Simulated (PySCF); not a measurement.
C₃H₉ClOSi, SMILES COC[Si@H](C)Cl.

Coordinates come from a B3LYP-D3(BJ)/def2-SVP optimisation. The structure was generated by enumeration; whether it is a known compound was not checked. Other conformers were not sampled.

Level of theory: TDA-PBE0/def2-SVPD (PySCF).

Vertical excitations. 

Problem. List the lowest excited states. (An estimate is asked for; the answer gives what the named calculation found.)

Solution. 
```
state  energy (eV)  λ (nm)      f                            main pairs
-----  -----------  ------  -----  ------------------------------------
S1            7.00     177  0.018                        HOMO→LUMO 92 %
S2            7.26     171  0.010                      HOMO→LUMO+1 95 %
S3            7.52     165  0.011  HOMO−1→LUMO+1 79 %, HOMO−1→LUMO 16 %
S4            7.56     164  0.025                      HOMO→LUMO+2 91 %
S5            7.70     161  0.012  HOMO−2→LUMO+1 72 %, HOMO−2→LUMO 11 %
S6            7.75     160  0.047  HOMO−1→LUMO 71 %, HOMO−1→LUMO+1 12 %
T1            6.73     184      0                        HOMO→LUMO 81 %
T2            7.08     175      0  HOMO→LUMO+1 59 %, HOMO−1→LUMO+1 19 %
```
Triplets are in the Tamm–Dancoff approximation.
